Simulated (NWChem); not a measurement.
Species: C3H5 cation

```xyz
8

C      0.0004    -1.3771     0.0000
C     -0.0320    -0.1038     0.0000
C     -0.0147     1.2971     0.0000
H     -0.9420    -1.9546     0.0000
H      0.9534    -1.9342     0.0000
H      1.0887     1.5042     0.0000
H     -0.4110     1.7438    -0.9279
H     -0.4110     1.7438     0.9279
```
Atoms are numbered in this order, from 1.

All runs: NWChem. All runs use the structure optimised with PBE0/def2-SVP.

Task: Predict the results for Hartree-Fock/cc-pVTZ. Quantities: highest occupied level (eV); orbital gap (eV).

Result: 
```yaml
highest occupied level (eV): -17.96
orbital gap (eV): 13.01
```
